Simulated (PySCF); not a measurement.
This PySCF input asks for the NMR shieldings of BGaH$_{6}$; the geometry comes from PBE0-D3(BJ)/def2-SVP.

```python
import basis_set_exchange as bse
import numpy as np
from pyscf import gto, dft
from pyscf.prop import nmr

atoms = """
Ga   -0.713247    0.863848    0.321593
H     0.803852    0.027453    0.733346
B     0.628534   -0.758326   -0.284548
H    -0.467554   -0.416923   -0.891419
H    -1.829042    0.431397    1.315185
H    -0.403346    2.254783   -0.300438
H     0.448087   -1.866440    0.159368
H     1.532716   -0.535791   -1.053088
"""
names = {"Ga": "pcSseg-2", "H": "pcSseg-1", "B": "pcSseg-1"}
basis = {el: gto.basis.parse(bse.get_basis(n, elements=[el], fmt="nwchem")) for el, n in names.items()}
mol = gto.M(atom=atoms, basis=basis, charge=0, verbose=0)
mf = dft.RKS(mol, xc="B3LYP")
mf.grids.level = 2
mf.grids.alignment = dft.numint.BLKSIZE   # the property module wants whole blocks of grid points
mf.conv_tol = 1e-9
mf.kernel()

calc = nmr.RKS(mf)   # GIAO
C = mf.mo_coeff
Co = C[:, mf.mo_occ > 0]
resp = mf.gen_response(singlet=True, hermi=2)
def vind(x):   # induced exchange potential for any number of trial vectors
    d = np.einsum("pi,xij,qj->xpq", C, 2 * x.reshape(-1, C.shape[1], Co.shape[1]), Co, optimize=True)
    return np.einsum("xpq,pi,qj->xij", resp(d - d.transpose(0, 2, 1)), C, Co, optimize=True).ravel()
mo1, _ = nmr.rhf.solve_mo1(calc, with_cphf=vind)
sigma = calc.kernel(mo1)
for i, s in enumerate(sigma):   # ppm
    w = np.linalg.eigvalsh((s + s.T) / 2)
    print("%2d %-2s iso %8.1f  s11 %8.1f  s22 %8.1f  s33 %8.1f" % (i, mol.atom_pure_symbol(i), w.mean(), *w))
```

Question: Give the expected output.

Answer: 
```
 0 Ga iso   1316.1  s11   1205.3  s22   1335.1  s33   1408.0
 1 H  iso     31.3  s11     27.7  s22     27.8  s33     38.3
 2 B  iso    113.3  s11     94.5  s22    112.7  s33    132.6
 3 H  iso     31.3  s11     27.7  s22     27.8  s33     38.3
 4 H  iso     25.8  s11     20.5  s22     21.0  s33     36.0
 5 H  iso     25.8  s11     20.5  s22     21.0  s33     36.0
 6 H  iso     28.4  s11     26.5  s22     27.1  s33     31.7
 7 H  iso     28.5  s11     26.5  s22     27.2  s33     31.7
```

These numbers come from an equivalent density-fitted implementation of the same equations, which agrees with the script to about 0.01 ppm for H and up to a few tenths of a ppm for heavy atoms, so last digits may differ.

Relativistic effects, spin–orbit coupling among them, are left out; they matter for Ga and for the light atoms bonded to it.

Size and cost of the density-fitted run: 110 basis functions, 4.8 s wall time on 1 thread of an Arm Neoverse V2, shared host.
